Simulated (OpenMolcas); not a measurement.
**Lines of Si: computed and rescaled rates**

```
Program             : OpenMolcas
Method              : CASSCF
Basis               : ANO-RCC-VQZP [6s5p3d2f1g]
Scalar Hamiltonian  : DKH2, point nucleus
Active space        : 2 electrons in 3 orbitals (3p)
State averaging     : 2S+1 = 3 even, 3 roots; 2S+1 = 1 even, 6 roots
Spin-orbit coupling : state interaction with AMFI integrals over the reference wave functions, term energies averaged over their components
```

Rates come from the transition moments of the reference wave functions (E1 and E2 in the length form). At fixed line strength A goes as λ^-3 for E1 and M1 and as λ^-5 for E2, so a rate at the computed wavelength can be rescaled to the measured one. Measured vacuum wavelengths follow from level energies in NIST Handbook of Basic Atomic Spectroscopic Data. Branching counts decays inside the model space alone, at computed energies, and the table is only a selection of the E2 and M1 lines, drawn from those between levels with measured partners whose computed energy lies within a factor of 1.5 of the measured one.

```csv
Upper,Lower,Type,λ computed (nm),λ measured (nm),A computed (s-1),A rescaled (s-1),Branching %
3s2 3p2 3P2,3s2 3p2 3P1,M1,77640,68470,2.90e-05,4.23e-05,100.0
3s2 3p2 1D2,3s2 3p2 3P2,M1,1171,1646,2.81e-03,,72.7
3s2 3p2 1D2,3s2 3p2 3P2,E2,1171,1646,6.31e-05,,1.6
3s2 3p2 1D2,3s2 3p2 3P1,M1,1154,1607,9.78e-04,,25.4
3s2 3p2 1S0,3s2 3p2 1D2,E2,795.6,1099,5.23e+00,1.04e+00,99.2
3s2 3p2 1S0,3s2 3p2 3P1,M1,470.8,652.9,3.70e-02,,0.7
```

Spin-changing lines and M1 lines between different terms are not rescaled, since their strength hangs on the term gaps too.

The largest correction is for 3s2 3p2 1S0 → 3s2 3p2 1D2 (E2): 5.23e+00 × (795.6 / 1099)^5 = 1.04e+00 s-1, a factor of 0.20.

No measured rate stands beside these. Rescaling mends the energy factor alone: line strengths can still be far off where a level mixes with configurations outside the active space, and weak or spin-changing lines hang on small mixing coefficients that depend on the term gaps too, so rescaling need not improve them.

Without dynamic correlation excited terms often stand tens of per cent too high (terms of higher spin than the ground term too low), and those without a measured partner can miss by more than the paired ones. With the s shell closed, the reference lacks s² → p² mixing. Computed and measured levels are paired by configuration, term and J; levels that our copy of the source lacks, or whose pairing is in doubt (as where it misses far off the trend of its configuration), stay unpaired. Levels of configurations outside the active space are missing.
